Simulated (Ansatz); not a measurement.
Born–Oppenheimer molecular dynamics of C2H8BN3 (14 atoms, charge 0, multiplicity 1). It goes on from the last frame of an earlier run, with new velocities.

All numbers below come from UKS PBE-D4/STO-3G (Ansatz 0.2.0).

```
ensemble        : NVT, Langevin thermostat
time step       : 1 fs
steps asked     : 266
set temperature : 200 K
friction        : 0.02 /fs
seed            : 501366
```

First frame:

```xyz
14
Properties=species:S:1:pos:R:3
B 0.650 -1.288 1.865
C 0.481 0.057 0.983
N 1.273 1.332 1.271
N -0.421 -0.328 -0.053
C -1.030 0.795 -1.022
N -0.011 1.150 -1.926
H -0.265 -2.167 1.990
H 1.532 -1.840 2.254
H 1.359 1.143 2.308
H 0.566 2.220 1.122
H -2.170 0.536 -1.098
H -1.268 1.830 -0.406
H -0.218 2.044 -2.472
H 0.192 0.547 -2.856
```

(1) How far do the bonds stretch over the last three quarters of this one trajectory? (Pairs bonded in most of those frames.)

## Answers

(1) 
```json
{"bond": "B1–C2", "mean (Å)": "1.547", "spread (Å)": "0.023", "shortest": "1.48", "longest": "1.60"}
{"bond": "B1–H7", "mean (Å)": "1.187", "spread (Å)": "0.053", "shortest": "1.07", "longest": "1.32"}
{"bond": "B1–H8", "mean (Å)": "1.189", "spread (Å)": "0.043", "shortest": "1.10", "longest": "1.29"}
{"bond": "C2–N3", "mean (Å)": "1.425", "spread (Å)": "0.020", "shortest": "1.37", "longest": "1.46"}
{"bond": "C2–N4", "mean (Å)": "1.382", "spread (Å)": "0.024", "shortest": "1.33", "longest": "1.43"}
{"bond": "N3–H9", "mean (Å)": "1.055", "spread (Å)": "0.018", "shortest": "1.01", "longest": "1.09"}
{"bond": "N3–H10", "mean (Å)": "1.081", "spread (Å)": "0.031", "shortest": "1.03", "longest": "1.15"}
{"bond": "N4–C5", "mean (Å)": "1.537", "spread (Å)": "0.036", "shortest": "1.46", "longest": "1.62"}
{"bond": "C5–N6", "mean (Å)": "1.551", "spread (Å)": "0.031", "shortest": "1.47", "longest": "1.60"}
{"bond": "C5–H11", "mean (Å)": "1.122", "spread (Å)": "0.014", "shortest": "1.09", "longest": "1.16"}
{"bond": "C5–H12", "mean (Å)": "1.122", "spread (Å)": "0.024", "shortest": "1.07", "longest": "1.17"}
{"bond": "N6–H13", "mean (Å)": "1.071", "spread (Å)": "0.014", "shortest": "1.03", "longest": "1.10"}
{"bond": "N6–H14", "mean (Å)": "1.071", "spread (Å)": "0.020", "shortest": "1.03", "longest": "1.11"}
```

Mean temperature of the second half: 281 K. The mean temperature of the second half is 40 % above the set value. A run of 0.27 ps of so small a system gives no equilibrium averages. Limits of this set-up: minimal basis.

Run time: 7.9 min on 1 thread of AMD EPYC 9R45 96-Core Processor (Zen 5) (shared host), peak memory 0.15 GiB.
